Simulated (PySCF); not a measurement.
AlH3O3, SMILES [OH][Al]([OH])[OH]. The structure is a stationary point at PBE-D3(BJ)/def2-SVP. The isomer is the one that the SMILES or the coordinates give; other isomers of the formula were not compared. The values are those of a single conformer.

The numbers are results of PBE-D3(BJ)/def2-SVP run with PySCF 2.14.0, not measurements.

Harmonic wavenumbers (cm⁻¹): 223, 223, 266, 287, 320, 321, 593, 617, 617, 684, 928, 928, 3813, 3813, 3814. Rotational constants (GHz): 6.410, 6.410, 3.205; symmetry number 3.

**Question.** Work out the zero-point energy and the ideal-gas rigid-rotor harmonic-oscillator thermochemistry at 298.15 K and 1 atm.

**Answer.** ZPE = ½ Σ hcν = ½ × 17449 cm⁻¹ = 104.37 kJ/mol. H − E(el) = 123.27 kJ/mol. Entropy in J/(mol K): translation 163.08, rotation 96.74, vibration 48.02, total 307.84. G − E(el) = 31.49 kJ/mol. Cp = 96.59 J/(mol K).
